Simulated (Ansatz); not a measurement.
`BBCC` → `[BH]CC`• + `[BH2]`•  (homolysis of the B–B bond)

Gas-phase electronic energies from Ansatz, PBE0-D4/def2-TZVP geometries. CBS: MP2 limit from def2 TZ/QZ plus the TZ coupled-cluster correction, frozen cores. This one scheme is used for every species. DFT in def2-TZVPP. No spin–orbit coupling; open shells (•) take unrestricted orbitals. One conformer a species, not always the lowest.

| level | ΔE (kJ/mol) |
| --- | --- |
| r2SCAN-D4 | 427.8 |
| PBE0-D4 | 442.1 |
| r2SCANh-D4 | 425.9 |
| B2PLYP | 435.4 |
| HF/def2-SVP | 337.2 |
| SCS-MP2/def2-TZVPP | 437.6 |
| CCSD/def2-TZVPP | 430.3 |
| MP2/CBS(def2) | 446.3 |

(1) What does CCSD(T)/CBS give? (Best estimate.)

Largest T1 diagnostic among the species: 0.011.

## Answers

(1) The calculation gave: +446.9 kJ/mol. The listed levels differ from it by -19.1, -4.8, -21.0, -11.5, -109.7, -9.3, -16.6, -0.6 kJ/mol.

Leaving LDA and LC-ωPBE aside and taking each functional with its dispersion term where it has one, the values, not all of them listed here, spread over 36.6 kJ/mol, from r2SCAN0-D4 to B97M-V. LDA lies +60.1 kJ/mol from PBE without D4, its usual overbinding. From PBE to PBE0 (25 % exact exchange), in def2-TZVPP and without D4, ΔE moves by −5.5 kJ/mol: exact exchange takes away binding that semilocal exchange gives to molecules. At CCSD(T), def2-SVP lies −15.7 kJ/mol from the extrapolated value and def2-TZVPP −9.4 kJ/mol: correlation converges slowly with the basis, and small sets miss more of it in the bonded molecule than in its fragments.
